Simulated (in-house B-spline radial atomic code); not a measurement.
**RPA and G0W0 on LC-wPBE: the titanium ion Ti²⁰⁺**

Configuration 1s2, mean-field start LC-wPBE. Computed with an all-electron radial atomic-structure program (B-spline basis): all electrons, non-relativistic, point nucleus, each spin shell either full or empty, empty states to l = 9 with an (l + 1/2)⁻⁴ tail; G0W0 by contour deformation at full frequency.

Relativity, left out, deepens the 1s level by about Z⁴α²/8 hartree.

Command:
```bash
python run_gw.py task.json out
```
Settings (radii: box in bohr, nucleus in fm):
```
Z                        22
electrons                2
configuration            1s2
hamiltonian              nr
method                   lc_wpbe
lmax                     9
spin_polarised           False
box_radius               4.08
intervals                45
ion_configuration        1s1
```

Run time, properties included: 1 s on 1 thread of Arm Neoverse N1, with other jobs on the host.

Energies (hartree):

```tsv
term	value
mean-field total	-470.15525
Hartree-Fock functional on these orbitals	-470.35941
direct second order	-0.093421
second-order exchange	0.046711
SOSEX correction	0.046166
```

**Question.** What is the RPA correlation energy, and what remains with SOSEX?

**Answer.** RPA gives -0.092329 hartree (-1.26 eV per electron); RPA + SOSEX gives -0.046164, and the second-order doubles -0.04671 hartree (no singles). SOSEX takes back 50 % of the RPA value, the self-correlation of each of the two electrons.

Quasi-particle levels (eV):

| level | occupied | mean field | Σx - vxc | Σc | QP weight | G0W0 |
| --- | --- | --- | --- | --- | --- | --- |
| 1s | yes | -6084.75 | -130.94 | ? | ? | ? |
| 2s | no | -1434.63 | 20.14 | -0.26 | 1.000 | -1414.75 |

G0W0 = mean field + (Σx - vxc) + Σc, with Σc (partial-wave tail included) taken at the quasi-particle energy.

**Question.** Where does G0W0 put 1s?

**Answer.** At -6215.14 eV, with Σc = 0.54 eV and a quasi-particle weight of 0.999. The tabulated removal energy is 6249.023 eV (NIST, tabulated theory); the calculation leaves out relativity, Breit and QED terms, and what these don't explain is the method's own error.

**Question.** What does it cost to remove one electron (to 1s1) by differences of total energies, each species on its own start (correlation terms add to the Hartree-Fock functional)?

**Answer.** LC-wPBE 6211.89 eV, Hartree-Fock functional 6214.00 eV, + RPA 6215.88 eV, + RPA + SOSEX 6215.25 eV, + second order 6215.27 eV. Tabulated: 6249.023 eV (NIST, tabulated theory); the calculation leaves out relativity, Breit and QED terms, and what these don't explain is the method's own error.
